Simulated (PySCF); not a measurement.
C6H10N4Si.
Numbering: `[CH3:1][Si:2]([CH3:3])([CH3:4])[c:5]1[nH:6][n:7][n:8][c:9]1[C:10]#[N:11]`

Cartesian coordinates in Å at the GFN2-xTB level; atoms count from 1:
```
atom  x, y, z in Å
C1    -1.5064    1.5547    0.9437
Si2   -0.7143    0.0058    0.1632
C3    -1.4425   -0.3845   -1.5488
C4    -0.7951   -1.4998    1.3206
C5     1.1136    0.4172   -0.0905
N6     1.7372    1.5743    0.2190
N7     3.0331    1.5300   -0.0898
N8     3.2927    0.3939   -0.5898
C9     2.1552   -0.3454   -0.6211
C10    2.0768   -1.6563   -1.1124
N11    1.9726   -2.7290   -1.5040
H12   -1.4199    2.4253    0.2992
H13   -1.0590    1.8021    1.9026
H14   -2.5646    1.3902    1.1180
H15   -1.3401    0.4509   -2.2359
H16   -0.9384   -1.2388   -1.9919
H17   -2.4988   -0.6255   -1.4795
H18   -0.3223   -1.3044    2.2790
H19   -1.8234   -1.7891    1.5146
H20   -0.2916   -2.3523    0.8734
H21    1.3264    2.3976    0.6302
```

Definitions: NICS(0) = −σiso at the ring centroid; NICS(1) = −σiso and NICS(1)zz = −σzz at ±1 Å along the ring normal z. Level: GIAO PBE0/pcSseg-1 (PySCF, non-relativistic, gas phase) on the GFN2-xTB geometry, one conformer.

Ring bond lengths (Å), with Mayer bond orders in brackets: C5–N6 1.350 (1.15), N6–N7 1.333 (1.17), N7–N8 1.268 (1.53), N8–C9 1.357 (1.30), C9–C5 1.396 (1.33).

**Question.** Give the NICS values of each ring in ppm.

**Answer.** 
```tsv
ring	type	NICS(0)	NICS(1), two faces	NICS(1)zz, two faces	rms pucker (Å)	centre to ring atoms, mean (Å)
C5–N6–N7–N8–C9	5-membered ring with 3 N; formal bonds all aromatic	-14.0	-13.7 / -13.7	-33.6 / -33.6	0.00	1.14
```

**Question.** What can be read from them?

**Answer.** 
- C5–N6–N7–N8–C9: mean NICS(1)zz -33.6 ppm, shielded, aromatic by this magnetic criterion (flat ring, no four-coordinate atom).

**Question.** What does the geometric index give? HOMA = 1 − mean of α(R − Ropt)² over the ring bonds, with Krygowski's 1993 parameters (CC: Ropt 1.388 Å, α 257.7 Å⁻²; CN: Ropt 1.334 Å, α 93.52 Å⁻²; NN: Ropt 1.309 Å, α 130.33 Å⁻²).

**Answer.** 
- C5–N6–N7–N8–C9: HOMA 0.92; the largest term is that of N7–N8, α(R − Ropt)² = 0.22. The geometric and the magnetic index point the same way.

**Question.** What is the mean of the two in-plane components of NICS at the second NICS(1) probe listed for ring C5–N6–N7–N8–C9, 1 Å off the ring?

**Answer.** The isotropic value is a third of the trace: (3 × -13.7 − (-33.6))/2 = -3.7 ppm.

**Question.** Give the inner angles of the rings and the Hirshfeld charges of the ring atoms.

**Answer.** 
- C5–N6–N7–N8–C9: C5 102.2° (-0.051 e), N6 111.6° (-0.004 e), N7 108.7° (-0.067 e), N8 109.0° (-0.116 e), C9 108.6° (+0.013 e); sum 540.0° against 540° for a flat convex ring.

The run took 69 s wall (grids of density and orbitals included) on one thread of an Arm Neoverse V2, shared host, and the process peaked at 1.1 GiB of memory. This is the whole shielding run at PBE0/pcSseg-1, SCF included.
